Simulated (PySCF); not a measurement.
PySCF input for Si(H)(PH2)3 (H₇P₃Si), SMILES P[SiH](P)P, TDA-B3LYP/def2-SVPD. Geometry optimised at B3LYP-D3(BJ)/def2-SVP. The structure was generated by enumeration, and PubChem lists no compound with its InChIKey, so it may never have been made. Other conformers were not sampled.

```python
import numpy as np
from pyscf import gto, scf, dft, tdscf

mol = gto.M(
    atom='''
    Si    0.14900676    0.04839171   -0.54413463
    P     0.34690022    2.11223205    0.40034682
    P    -2.00394722   -0.69430578   -0.45621380
    P     1.39877290   -1.50108555    0.56941615
    H     0.52103916    0.17486883   -1.98445677
    H     0.21120125    1.60427580    1.72998726
    H     1.77767726    2.08988282    0.44006497
    H    -2.56017432    0.56319509   -0.84897577
    H    -2.12799988   -0.41977914    0.94159931
    H     2.64220264   -0.96541890    0.10992042
    H     1.32407043   -2.47711939   -0.47349227
    ''',
    basis='def2-SVPD',
    charge=0,
    spin=0,
    max_memory=1600,
    verbose=4,
)
mf = dft.RKS(mol, xc='b3lyp').density_fit(auxbasis='def2-universal-jkfit')
mf.grids.level = 3
mf.conv_tol = 1e-9
mf.max_cycle = 100
mf.kernel()
mf.grids = dft.Grids(mol).set(level=1).build(with_non0tab=True)  # coarser grid for the response kernel
td = tdscf.TDA(mf)
td.singlet = True
td.nstates = 10
td.conv_tol = 1e-4
td.positive_eig_threshold = 1e-6
td.kernel(x0=td.get_init_guess(mf, 15))
td.analyze()
tt = tdscf.TDA(mf)
tt.singlet = False
tt.nstates = 4
tt.conv_tol = 1e-4
tt.positive_eig_threshold = 1e-6
tt.kernel(x0=tt.get_init_guess(mf, 9))
tt.analyze(verbose=3)
```

Program output:

```
PySCF version 2.14.0

[INPUT] verbose = 4
[INPUT] num. atoms = 11
[INPUT] num. electrons = 66
[INPUT] charge = 0
[INPUT] spin (= nelec alpha-beta = 2S) = 0
[INPUT] symmetry False subgroup None
[INPUT] Mole.unit = angstrom
[INPUT] Symbol           X                Y                Z      unit          X                Y                Z       unit  Magmom
[INPUT]  1 Si     0.149006760000   0.048391710000  -0.544134630000 AA    0.281581967109   0.091447078599  -1.028265425592 Bohr   0.0
[INPUT]  2 P      0.346900220000   2.112232050000   0.400346820000 AA    0.655546408351   3.991540086029   0.756545844641 Bohr   0.0
[INPUT]  3 P     -2.003947220000  -0.694305780000  -0.456213800000 AA   -3.786911413884  -1.312047770903  -0.862119136247 Bohr   0.0
[INPUT]  4 P      1.398772900000  -1.501085550000   0.569416150000 AA    2.643297691464  -2.836640579042   1.076040574404 Bohr   0.0
[INPUT]  5 H      0.521039160000   0.174868830000  -1.984456770000 AA    0.984621312573   0.330454196423  -3.750079801339 Bohr   0.0
[INPUT]  6 H      0.211201250000   1.604275800000   1.729987260000 AA    0.399112519666   3.031641890268   3.269202120387 Bohr   0.0
[INPUT]  7 H      1.777677260000   2.089882820000   0.440064970000 AA    3.359323159267   3.949306162234   0.831602270315 Bohr   0.0
[INPUT]  8 H     -2.560174320000   0.563195090000  -0.848975770000 AA   -4.838028295945   1.064284474800  -1.604331691692 Bohr   0.0
[INPUT]  9 H     -2.127999880000  -0.419779140000   0.941599310000 AA   -4.021336966307  -0.793267607405   1.779364814979 Bohr   0.0
[INPUT] 10 H      2.642202640000  -0.965418900000   0.109920420000 AA    4.993039355203  -1.824377316479   0.207719489297 Bohr   0.0
[INPUT] 11 H      1.324070430000  -2.477119390000  -0.473492270000 AA    2.502130482335  -4.681077224950  -0.894770712399 Bohr   0.0

nuclear repulsion = 331.30027646474
number of shells = 68
number of NR pGTOs = 238
number of NR cGTOs = 152
basis = def2-SVPD
ecp = {}


[settings echo left out]
init E= -1317.31773836182
  HOMO = -0.274901028801224  LUMO = -0.0576153976031293  gap/eV = 5.91264
cycle= 1 E= -1317.43682532157  delta_E= -0.119  |g|= 0.164  |ddm|= 3.65
  HOMO = -0.250896817814076  LUMO = -0.0214265521799915  gap/eV = 6.24420
cycle= 2 E= -1317.43781464855  delta_E= -0.000989  |g|= 0.158  |ddm|= 0.721
  HOMO = -0.259469196977501  LUMO = -0.0231028207299646  gap/eV = 6.43186
cycle= 3 E= -1317.44637842066  delta_E= -0.00856  |g|= 0.0316  |ddm|= 0.33
  HOMO = -0.263673817576505  LUMO = -0.0263450901958007  gap/eV = 6.45804
cycle= 4 E= -1317.44670223204  delta_E= -0.000324  |g|= 0.015  |ddm|= 0.077
  HOMO = -0.26197800813229  LUMO = -0.0251244894843992  gap/eV = 6.44511
cycle= 5 E= -1317.44679317394  delta_E= -9.09e-05  |g|= 0.00149  |ddm|= 0.031
  HOMO = -0.262089888775972  LUMO = -0.0251638633808287  gap/eV = 6.44709
cycle= 6 E= -1317.44679388104  delta_E= -7.07e-07  |g|= 0.000652  |ddm|= 0.00467
  HOMO = -0.262073909255693  LUMO = -0.0251464023655523  gap/eV = 6.44713
cycle= 7 E= -1317.44679405887  delta_E= -1.78e-07  |g|= 0.000147  |ddm|= 0.00151
  HOMO = -0.262070216038489  LUMO = -0.0251475416055595  gap/eV = 6.44699
cycle= 8 E= -1317.44679406804  delta_E= -9.17e-09  |g|= 2.3e-05  |ddm|= 0.000295
  HOMO = -0.26207033771161  LUMO = -0.0251472908372383  gap/eV = 6.44700
cycle= 9 E= -1317.44679406824  delta_E= -2.05e-10  |g|= 6.76e-06  |ddm|= 6.25e-05
  HOMO = -0.262070343289719  LUMO = -0.0251475093132396  gap/eV = 6.44700
Extra cycle  E= -1317.44679406823  delta_E= 8.64e-12  |g|= 8.44e-06  |ddm|= 2.92e-05
converged SCF energy = -1317.44679406823
tot grids = 42952
Overwritten attributes  positive_eig_threshold  of <class 'pyscf.tdscf.rks.TDA'>


******** <class 'pyscf.tdscf.rks.TDA'> for <class 'pyscf.df.df_jk.DFRKS'> ********
nstates = 10 singlet
deg_eia_thresh = 1.000e-03
wfnsym = None
conv_tol = 0.0001
eigh lindep = 1e-12
eigh level_shift = 0
eigh max_cycle = 100


Excitation energies (eV)
[5.74873223 5.9136061  6.00072135 6.05625649 6.14147986 6.2092196
 6.36201436 6.43568064 6.52326331 6.55186054]

** Singlet excitation energies and oscillator strengths **
Excited State   1:      5.74873 eV    215.67 nm  f=0.0224
      33 -> 34       -0.67071
Excited State   2:      5.91361 eV    209.66 nm  f=0.0197
      32 -> 34       -0.62867
      32 -> 35       -0.14713
      33 -> 35        0.24704
Excited State   3:      6.00072 eV    206.62 nm  f=0.0139
      31 -> 34        0.14082
      32 -> 34       -0.18602
      33 -> 35       -0.53704
      33 -> 36       -0.36090
Excited State   4:      6.05626 eV    204.72 nm  f=0.0135
      32 -> 35       -0.37725
      33 -> 35       -0.29271
      33 -> 36        0.48592
      33 -> 37        0.11391
Excited State   5:      6.14148 eV    201.88 nm  f=0.0040
      31 -> 34       -0.26146
      31 -> 36       -0.13224
      32 -> 34        0.16811
      32 -> 35       -0.43440
      33 -> 35        0.10844
      33 -> 36       -0.30966
      33 -> 37        0.21174
      33 -> 38       -0.12278
Excited State   6:      6.20922 eV    199.68 nm  f=0.0335
      31 -> 34       -0.59298
      32 -> 34       -0.10229
      32 -> 35        0.25713
      33 -> 35       -0.16342
      33 -> 38        0.13090
Excited State   7:      6.36201 eV    194.88 nm  f=0.0967
      31 -> 34        0.18424
      31 -> 37       -0.18284
      32 -> 35        0.16747
      32 -> 36        0.11996
      32 -> 37       -0.22533
      33 -> 37        0.54636
Excited State   8:      6.43568 eV    192.65 nm  f=0.0015
      31 -> 35       -0.22966
      32 -> 36       -0.36575
      32 -> 37       -0.31383
      32 -> 38       -0.18507
      33 -> 38       -0.37795
Excited State   9:      6.52326 eV    190.06 nm  f=0.0719
      31 -> 35        0.28098
      31 -> 36        0.19506
      31 -> 37       -0.14638
      32 -> 35        0.10352
      32 -> 36        0.29585
      32 -> 38        0.14244
      33 -> 38       -0.45785
Excited State  10:      6.55186 eV    189.24 nm  f=0.0168
      31 -> 35       -0.33121
      31 -> 36       -0.10428
      32 -> 37        0.51030
      33 -> 37        0.16046
      33 -> 38       -0.20916
      33 -> 39        0.10772

** Transition electric dipole moments (AU) **
state          X           Y           Z        Dip. S.      Osc.
  1         0.0434      0.3682      0.1458      0.1587      0.0224
  2         0.2901     -0.2162     -0.0691      0.1357      0.0197
  3        -0.0102     -0.2999     -0.0651      0.0943      0.0139
  4         0.1366     -0.0305      0.2667      0.0907      0.0135
  5        -0.1513     -0.0119      0.0620      0.0269      0.0040
  6         0.3720     -0.1503      0.2439      0.2205      0.0335
  7         0.3035     -0.7190      0.1077      0.6206      0.0967
  8        -0.0652     -0.0597     -0.0389      0.0093      0.0015
  9         0.5577      0.1576      0.3378      0.4500      0.0719
 10         0.2047      0.0085     -0.2498      0.1044      0.0168

** Transition velocity dipole moments (imaginary part, AU) **
state          X           Y           Z        Dip. S.      Osc.
  1         0.0059      0.0270      0.0107      0.0009      0.0028
  2         0.0193     -0.0336     -0.0062      0.0015      0.0047
  3        -0.0068     -0.0443     -0.0117      0.0021      0.0065
  4         0.0132      0.0125      0.0166      0.0006      0.0018
  5        -0.0306     -0.0257      0.0045      0.0016      0.0048
  6         0.0456     -0.0265      0.0434      0.0047      0.0136
  7         0.0569     -0.1247      0.0530      0.0216      0.0616
  8        -0.0158     -0.0214     -0.0161      0.0010      0.0027
  9         0.0659      0.0443      0.0727      0.0116      0.0322
 10         0.0049      0.0082     -0.0467      0.0023      0.0063

** Transition magnetic dipole moments (imaginary part, AU) **
state          X           Y           Z
  1        -0.4001      0.3736     -0.0512
  2        -0.0678     -0.0043     -0.7126
  3         0.4117      0.2928     -0.4173
  4         0.2700     -0.1878      0.0156
  5        -0.1416     -0.3729      0.4409
  6        -0.6714     -0.2959      0.3474
  7         0.1833      0.4019      0.4718
  8         0.0734      0.1934      0.1020
  9         0.2374      0.3447      0.0722
 10         0.0356      0.1373     -0.0073


******** <class 'pyscf.tdscf.rks.TDA'> for <class 'pyscf.df.df_jk.DFRKS'> ********
nstates = 4 triplet
deg_eia_thresh = 1.000e-03
wfnsym = None
conv_tol = 0.0001
eigh lindep = 1e-12
eigh level_shift = 0
eigh max_cycle = 100


Excitation energies (eV)
[4.99693098 5.23202409 5.40741527 5.48580541]

** Triplet excitation energies and oscillator strengths **
Excited State   1:      4.99693 eV    248.12 nm  f=0.0000
Excited State   2:      5.23202 eV    236.97 nm  f=0.0000
Excited State   3:      5.40742 eV    229.29 nm  f=0.0000
Excited State   4:      5.48581 eV    226.01 nm  f=0.0000
```

The run converged.

Cost: about 2.7 core-minutes (a rough figure).
